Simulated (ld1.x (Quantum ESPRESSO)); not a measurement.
## Logarithmic derivatives: rhenium (Re), PAW

```
Element                 : Re
Generator               : ld1.x (Quantum ESPRESSO) 7.5
Type                    : PAW
Functional              : revPBE
Relativity              : scalar-relativistic
Frozen core             : [Kr] 4d10
Valence charge          : 29
Reference configuration : 4f14 5s2 5p6 5d5 6s1.5 6p0 (charge +0.5)
Partial waves           : 5s (bound): rcut 1.35, rcutus 1.45 bohr; 6s (bound): rcut 1.35, rcutus 1.45 bohr; 5p (bound): rcut 1.70, rcutus 2.35 bohr; 6p (bound, empty): rcut 1.70, rcutus 2.35 bohr; 5d (bound): rcut 1.20, rcutus 1.65 bohr; 5d channel at -0.25 Ry: rcut 1.20, rcutus 1.65 bohr; 4f (bound): rcut 0.55, rcutus 0.65 bohr; 4f channel at -0.4 Ry: rcut 0.55, rcutus 0.65 bohr
Local potential         : all-electron potential smoothed inside 1.15 bohr (lloc = -1)
Core correction         : Bessel-smoothed model core inside 0.35 bohr
Augmentation charge     : BESSEL, radius 0.45 bohr
```

The phase is arctan(r·u′/u) with u = r·R(r), unwrapped; energies in Ry, scanned from -9 to 5 Ry. A pole is an energy at which the radial function vanishes at the test radius. The pseudo phase is shifted by a multiple of π to meet the all-electron one at the reference energy, and phase errors are pseudo minus all-electron; the curves can meet again beyond the range given. Levels narrower than the energy grid can be missing from the lists of poles. n/a: not evaluated, since a narrow level or a reset projector energy made the automatic matching unsafe.

| channel | radius (bohr) | reference energy (Ry) | poles, all-electron | poles, pseudo | unbroken range about the reference energy with phases within 0.05 rad | phase error 1 Ry above the reference energy (rad) |
| --- | --- | --- | --- | --- | --- | --- |
| s | 2.56 | -0.67 | -6.51, 2.06 | -6.51, 1.32, 2.12 | -6.5 to 1.3 | -0.001 |
| p | 2.56 | -0.29 | -3.63, 3.86 | -3.64, 2.80 | below 1.9 | -0.035 |
| d | 2.56 | -0.66 | -0.05 | -0.05 | the whole range | -0.000 |
| f | 2.56 | -3.38 | 3.70 | 3.70 | n/a | n/a |

Phases in the p channel:

```csv
E (Ry),all-electron,pseudo
-9.00,1.431,1.430
-8.76,1.428,1.428
-8.52,1.426,1.426
-8.28,1.423,1.423
-8.04,1.421,1.420
-7.80,1.418,1.417
-7.56,1.415,1.414
-7.32,1.412,1.411
-7.08,1.408,1.408
-6.84,1.405,1.404
-6.60,1.400,1.400
-6.36,1.396,1.395
-6.12,1.391,1.390
-5.88,1.385,1.385
-5.64,1.379,1.378
-5.40,1.372,1.371
-5.16,1.363,1.362
-4.92,1.353,1.351
-4.68,1.338,1.337
-4.44,1.316,1.315
-4.20,1.274,1.272
-3.96,1.121,1.118
-3.72,-1.375,-1.377
-3.48,-1.679,-1.680
-3.24,-1.736,-1.738
-3.00,-1.766,-1.768
-2.76,-1.789,-1.790
-2.52,-1.809,-1.810
-2.28,-1.829,-1.830
-2.04,-1.850,-1.851
-1.80,-1.874,-1.875
-1.56,-1.902,-1.903
-1.32,-1.935,-1.937
-1.08,-1.977,-1.978
-0.84,-2.031,-2.032
-0.60,-2.103,-2.104
-0.36,-2.206,-2.206
-0.12,-2.360,-2.360
0.12,-2.600,-2.604
0.36,-2.968,-2.981
0.60,-3.426,-3.455
0.84,-3.824,-3.863
1.08,-4.091,-4.133
1.32,-4.262,-4.304
1.56,-4.375,-4.419
1.80,-4.454,-4.501
2.04,-4.512,-4.563
2.28,-4.556,-4.615
2.52,-4.592,-4.661
2.76,-4.621,-4.705
3.00,-4.646,-4.752
3.24,-4.667,-4.811
3.48,-4.686,-4.898
3.72,-4.703,-5.074
3.96,-4.719,-5.660
4.20,-4.734,-7.027
4.44,-4.748,-7.472
4.68,-4.762,-7.616
4.92,-4.776,-7.688
```
